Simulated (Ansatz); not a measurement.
C4H5, charge -1, singlet, geometry from GFN2-xTB (a gas-phase anion, which may not be bound at this level); CCSD/6-31G in Ansatz (a quantum-chemistry and plane-wave program).

Input for Ansatz:
Ansatz 0.2 input:
```yaml
crystal:
  periodic: [false, false, false]
  atoms:
    - {symbol: C, position_ang: [0.01838829, 1.09261235, 0.31793151]}
    - {symbol: C, position_ang: [0.04322136, -1.09887314, 0.29296768]}
    - {symbol: C, position_ang: [0.86364242, 0.01454600, -0.41782223]}
    - {symbol: C, position_ang: [-0.64697488, -0.00242694, -0.43053395]}
    - {symbol: H, position_ang: [-0.11541859, 1.12684033, 1.41520083]}
    - {symbol: H, position_ang: [-0.00676947, 2.10157076, -0.11435886]}
    - {symbol: H, position_ang: [-0.08949244, -1.16110732, 1.38913817]}
    - {symbol: H, position_ang: [0.04081885, -2.09803459, -0.16219775]}
    - {symbol: H, position_ang: [-1.49880154, -0.00441880, -1.10304047]}
basis:
  gaussian:
    orbitals: 6-31G
total_charge: -1
magnetization: {spin_polarized: false}
correlation: {method: ccsd}
```

It wrote (shortened):

```
Functional definition: HF
668 factors; integrals over basis functions are off by at most 2.0e-4 eV
mean field evaluation 1: about -4191.6793 eV, gradient 2.1e1 eV
mean field evaluation 2: about -4191.6828 eV, gradient 2.1e1 eV
mean field evaluation 4: about -4193.2960 eV, gradient 2.9e0 eV
mean field evaluation 8: about -4193.3308 eV, gradient 9.7e-3 eV
mean field evaluation 16: about -4193.3267 eV, gradient 4.6e-1 eV
mean field -4193.33075587 eV, -154.1020629365 hartree, gradient 1.7e-6 eV, S^2 0.000000; 0 other end points of the search recorded, 0 dependent functions left out
4 core orbitals not correlated
reference -4193.33075587 eV, -154.1020629365 hartree; 11, 11 occupied and 31, 31 virtual orbitals, 668 factors
second order -9.79942513 eV of doubles, -0.00000000 eV of singles
cycle   1  -10.35208900 eV  change   -5.5e-1 eV  update   7.5e-2
cycle   2  -10.70615254 eV  change   -3.5e-1 eV  update   2.6e-2
cycle   3  -10.76337989 eV  change   -5.7e-2 eV  update   8.9e-3
cycle   4  -10.76596444 eV  change   -2.6e-3 eV  update   2.5e-3
cycle   5  -10.76637925 eV  change   -4.1e-4 eV  update   9.2e-4
cycle   6  -10.76608065 eV  change    3.0e-4 eV  update   3.3e-4
cycle   7  -10.76594178 eV  change    1.4e-4 eV  update   1.2e-4
cycle   8  -10.76595621 eV  change   -1.4e-5 eV  update   4.1e-5
cycle   9  -10.76594921 eV  change    7.0e-6 eV  update   1.1e-5
Total energy: -4204.09670508 eV, -154.4977042726 hartree
```
